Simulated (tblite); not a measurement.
Parent: `[CH3:1][C:2](=[O:3])[SiH2:4][CH2:5][Cl:6]` with C1–C2–Si4–C5 180°, C2–Si4–C5–Cl6 180°, C3H7ClOSi.

The geometries are computed with GFN2-xTB (gas phase). One conformer each, not checked by frequencies here.

```tsv
coordinate of the parent	value
C1–C2	1.503 Å
C2=O3	1.209 Å
C2–Si4	1.933 Å
Si4–C5	1.904 Å
C5–Cl6	1.788 Å
C1–C2–O3	122.3°
C1–C2–Si4	116.8°
O3–C2–Si4	120.9°
C2–Si4–C5	106.7°
Si4–C5–Cl6	109.1°
```

How does the shared frame change in `[O:1]=[C:2]([CH2:3][CH2:4][Cl:5])[SiH2:6][CH2:7][Cl:8]` with O1–C2–C3–C4 -2°, C2–C3–C4–Cl5 -179°, O1–C2–Si6–C7 -158°, C2–Si6–C7–Cl8 59°, C4H8Cl2OSi? Atoms pair as C1 = C3, C2 = C2, O3 = O1, Si4 = Si6, C5 = C7, Cl6 = Cl8 (parent first).

| parent | relative | value in the relative | change |
| --- | --- | --- | --- |
| C1–C2 | C3–C2 | 1.511 Å | +0.008 |
| C2=O3 | C2=O1 | 1.208 Å | -0.001 |
| C2–Si4 | C2–Si6 | 1.932 Å | -0.001 |
| Si4–C5 | Si6–C7 | 1.914 Å | +0.010 |
| C5–Cl6 | C7–Cl8 | 1.792 Å | +0.004 |
| C1–C2–O3 | C3–C2–O1 | 122.6° | +0.3 |
| C1–C2–Si4 | C3–C2–Si6 | 118.1° | +1.3 |
| O3–C2–Si4 | O1–C2–Si6 | 119.3° | -1.6 |
| C2–Si4–C5 | C2–Si6–C7 | 109.4° | +2.7 |
| Si4–C5–Cl6 | Si6–C7–Cl8 | 108.7° | -0.4 |

Of the parent's bonds, Si4–C5 changes most (+0.010 Å). Bonds of the relative outside the shared frame: C3–C4 1.518, C4–Cl5 1.784 Å. Point group Cs → C1.

How does the shared frame change in `[O:1]=[C:2]([CH2:3][O:4][SiH3:5])[SiH2:6][CH2:7][Cl:8]` with O1–C2–C3–O4 180°, C2–C3–O4–Si5 -179°, O1–C2–Si6–C7 1°, C2–Si6–C7–Cl8 178°, C3H9ClO2Si2? Atoms pair as C1 = C3, C2 = C2, O3 = O1, Si4 = Si6, C5 = C7, Cl6 = Cl8 (parent first).

| parent | relative | value in the relative | change |
| --- | --- | --- | --- |
| C1–C2 | C3–C2 | 1.510 Å | +0.007 |
| C2=O3 | C2=O1 | 1.206 Å | -0.003 |
| C2–Si4 | C2–Si6 | 1.925 Å | -0.008 |
| Si4–C5 | Si6–C7 | 1.911 Å | +0.007 |
| C5–Cl6 | C7–Cl8 | 1.783 Å | -0.005 |
| C1–C2–O3 | C3–C2–O1 | 123.7° | +1.4 |
| C1–C2–Si4 | C3–C2–Si6 | 109.8° | -7.0 |
| O3–C2–Si4 | O1–C2–Si6 | 126.5° | +5.6 |
| C2–Si4–C5 | C2–Si6–C7 | 104.8° | -1.9 |
| Si4–C5–Cl6 | Si6–C7–Cl8 | 108.7° | -0.4 |

Of the parent's bonds, C1–C2, C2–Si4 and Si4–C5 change most and about equally (-0.008 to +0.007 Å). Bonds of the relative outside the shared frame: C3–O4 1.393, O4–Si5 1.634 Å.

How does the shared frame change in `[CH2:1]=[CH:2][CH2:3][C:4](=[O:5])[SiH2:6][CH2:7][Cl:8]` with C1–C2–C3–C4 105°, C2–C3–C4–O5 95°, C3–C4–Si6–C7 171°, C4–Si6–C7–Cl8 178°, C5H9ClOSi? Atoms pair as C1 = C3, C2 = C4, O3 = O5, Si4 = Si6, C5 = C7, Cl6 = Cl8 (parent first).

```tsv
parent	relative	value in the relative	change
C1–C2	C3–C4	1.517 Å	+0.014
C2=O3	C4=O5	1.208 Å	-0.001
C2–Si4	C4–Si6	1.929 Å	-0.004
Si4–C5	Si6–C7	1.904 Å	0.000
C5–Cl6	C7–Cl8	1.787 Å	-0.001
C1–C2–O3	C3–C4–O5	121.9°	-0.4
C1–C2–Si4	C3–C4–Si6	116.8°	0.0
O3–C2–Si4	O5–C4–Si6	121.2°	+0.3
C2–Si4–C5	C4–Si6–C7	105.8°	-0.9
Si4–C5–Cl6	Si6–C7–Cl8	109.3°	+0.2
```

Of the parent's bonds, C1–C2 changes most (+0.014 Å). Bonds of the relative outside the shared frame: C1=C2 1.320, C2–C3 1.498 Å. Point group Cs → C1.
